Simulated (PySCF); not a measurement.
Species: C₃H₃BBrF.
Geometry (PBE0-D3(BJ)/def2-SVP, Å), atoms numbered from 1 in this order:
```
atom  x, y, z in Å
C1     2.1046   -0.1127   -0.3781
C2     1.0335   -0.0408    0.1829
C3    -0.2916    0.0362    0.7831
B4    -1.3116   -0.0833   -0.4108
F5    -1.7209   -1.2678   -0.8088
Br6   -1.9646    1.4445   -1.3570
H7     3.0606   -0.1765   -0.8637
H8    -0.4403   -0.8014    1.4852
H9    -0.4127    0.9823    1.3324
```

The calculation used PBE0-D3(BJ)/def2-SVP geometry optimisation, gas phase in PySCF.

Take the most abundant isotopes and a rigid rotor. The values belong to one conformer with, in the numbering `[CH:1]#[C:2][CH2:3][B:4]([F:5])[Br:6]`, C2–C3–B4–F5 88°.

(1) What are A, B and C (MHz)?

(2) Classify the top.

(3) What does the inertial defect say?

(4) List the rotational levels J(Ka,Kc) to J = 5 (K).

(5) Predict some low-J microwave lines.

(6) Estimate the classical rotational partition function at 25 K, 200 K and 500 K.

Answers

(1) Ia = 133.32, Ib = 393.36, Ic = 465.05 u·Å²; 505379 MHz·u·Å²/I gives A = 3791, B = 1285, C = 1087 MHz.

(2) An asymmetric top: κ = (2 × 1285 − 3791 − 1087)/(3791 − 1087) = -0.85.

(3) Not planar: Δ = Ic − Ia − Ib = -61.62 u·Å². For a rigid frame Δ = −2 Σ m c², so Σ m c² = 30.81 u·Å² lies off the ab plane: 7.65 from hydrogen and 23.16 from heavier atoms. The atom farthest from that plane is 1.89 Å away.

(4) Above 0(0,0), as E/k:
J = 1: 1(0,1) 0.114, 1(1,1) 0.234, 1(1,0) 0.244
J = 2: 2(0,2) 0.341, 2(1,2) 0.452, 2(1,1) 0.481, 2(2,1) 0.842, 2(2,0) 0.842
J = 3: 3(0,3) 0.680, 3(1,3) 0.779, 3(1,2) 0.836, 3(2,2) 1.183, 3(2,1) 1.186, 3(3,1) 1.808, 3(3,0) 1.808
J = 4: 4(0,4) 1.130, 4(1,4) 1.214, 4(1,3) 1.309, 4(2,3) 1.638, 4(2,2) 1.646, 4(3,2) 2.265, 4(3,1) 2.265, 4(4,1) 3.139, 4(4,0) 3.139
J = 5: 5(0,5) 1.689, 5(1,5) 1.757, 5(1,4) 1.899, 5(2,4) 2.206, 5(2,3) 2.224, 5(3,3) 2.835, 5(3,2) 2.836, 5(4,2) 3.709, 5(4,1) 3.709, 5(5,1) 4.833, 5(5,0) 4.833
Those of J = 1 are B + C, A + C and A + B.

(5) The dipole components are |μa| = 0.71 D, |μb| = 0.11 D, |μc| = 0.94 D. Intensities carry the squares of the components, which stand as 0.56 : 0.01 : 1.00 (a : b : c). Some of the stronger lines:

```tsv
type	branch	J(Ka,Kc)	MHz	lower level (cm⁻¹)
a	Q	2(1,1) ← 2(1,2)	594	0.314
a	Q	3(1,2) ← 3(1,3)	1188	0.541
c	Q	2(1,2) ← 2(0,2)	2319	0.237
a	R	2(1,2) ← 1(1,1)	4545	0.163
a	R	2(0,2) ← 1(0,1)	4732	0.079
a	R	2(1,1) ← 1(1,0)	4941	0.169
c	R	1(1,0) ← 0(0,0)	5076	0.000
a	R	3(1,3) ← 2(1,2)	6811	0.314
a	R	3(0,3) ← 2(0,2)	7070	0.237
a	R	3(2,2) ← 2(2,1)	7114	0.585
a	R	3(1,2) ← 2(1,1)	7404	0.334
a	R	4(2,3) ← 3(2,2)	9477	0.822
a	R	4(3,1) ← 3(3,0)	9510	1.257
a	R	4(2,2) ← 3(2,1)	9588	0.824
a	R	4(1,3) ← 3(1,2)	9858	0.581
c	R	2(2,0) ← 1(1,0)	12470	0.169
c	Q	4(3,2) ← 4(2,2)	12895	1.144
c	Q	3(3,1) ← 3(2,1)	12976	0.824
c	R	4(1,3) ← 3(0,3)	13106	0.473
c	R	4(2,3) ← 3(1,3)	17893	0.541
```

(6) Point group C1, symmetry number σ = 1; q = (√π/σ)·√((kT/h)³/(ABC)), k/h = 20836.6 MHz/K: 9160 at 25 K, 207000 at 200 K, 819000 at 500 K.

PBE0-D3(BJ)/def2-SVP frequencies: not computed here. Zero-point vibration and centrifugal distortion are left out. Quadrupole hyperfine structure (11B, 79Br) is left out.
